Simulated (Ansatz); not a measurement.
CH2FNSi (`F[SiH]1C=N1`). The species carries charge 0 and has multiplicity 1.

Cartesian coordinates in Å:
```
F 1.884 0.642 0.376
Si 0.639 -0.151 -0.207
C -1.017 0.330 0.113
N -0.646 -0.635 0.887
H 1.116 -1.035 -1.273
H -1.977 0.849 0.104
```

**Question.** What are the harmonic wavenumbers in cm⁻¹ at PBE0-D4/def2-TZVP (Ansatz, finite differences of forces, unscaled)? (Best estimate.)

**Answer.** Computed: 288, 300, 574, 726, 805, 839, 856, 983, 1206, 1545, 2330, 3113.

**Question.** Is this a minimum?

**Answer.** Yes, all 12 modes are real.

**Question.** Give the ideal-gas thermochemistry at 298.15 K and 1 bar (rigid rotor, harmonic oscillator; point group C1, symmetry number 1).

**Answer.** Zero-point energy 81.1 kJ/mol; H(298) − E = 94.7 kJ/mol; entropy 282.0 J/(mol·K), of which translation 162.7, rotation 101.0, vibration 18.3; G(298) − E = 10.7 kJ/mol.

**Question.** And at 400, 500, 600, 800 and 1000 K?

**Answer.** 
```tsv
T (K)	H − E (kJ/mol)	S (J/mol/K)	G − E (kJ/mol)
400	102.1	303.1	-19.2
500	110.4	321.6	-50.4
600	119.5	338.2	-83.4
800	139.5	367.0	-154.0
1000	161.3	391.2	-229.9
```
